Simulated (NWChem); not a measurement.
Molecule: MgH$_{2}$Se; SMILES [MgH][SeH]

Results from NWChem. Medium grid unless said otherwise, to which SCAN and Minnesota functionals are sensitive. The geometry was optimised at PBE-D3(BJ)/def2-SVP. B3LYP is NWChem's, with the RPA form of VWN correlation.

For level MN15/def2-TZVP:

| Property | Result |
|---|---|
| highest occupied level (eV) | -7.39 |
| orbital gap (eV) | 6.77 |

Task: What are these values for level B3LYP/def2-TZVP?

Result: The highest occupied level (eV) is -6.51. The orbital gap (eV) is 5.28.
